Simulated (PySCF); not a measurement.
Sr-: fine-structure interval

Sr- [Kr] 4d1 5s2 [4d3/2^1, M_J = 3/2] → Sr- [Kr] 4d1 5s2 [4d5/2^1, M_J = 5/2], as a difference of total energies. Computed with PySCF 2.14 in x2c-SVPall-2c with one added diffuse shell each of s, d type (7s7p7d1f, 70 functions), with the two-component X2C-1e Hamiltonian. Correlated levels: [Ar] 3d10 frozen; the 6 highest virtual spinors dropped. "Screened" scales the spin-orbit matrix elements by Boettger's factors to mimic the two-electron term; Breit and QED terms are absent.

| method | fine-structure interval (cm⁻¹) |
| --- | --- |
| GHF (screened spin-orbit) | -15.667 |
| GMP2 (screened spin-orbit) | -4.7829 |
| GHF (bare spin-orbit) | -14.956 |

The configuration of this anion was assumed by filling the next shell in order. It is not the known or likely ground configuration (Ca⁻, Sr⁻ and Ba⁻, for instance, bind a p electron), so these values are not the electron affinity of the element.

GHF and GMP2 differ strongly here because the two determinants are spin-polarised to different degrees; the interval is a small difference of such terms.

The determinant of the lower state mixes levels of different J (the jj label is only the starting occupation), so the difference between spin-free and spin-orbit rows is not the physical spin-orbit shift.
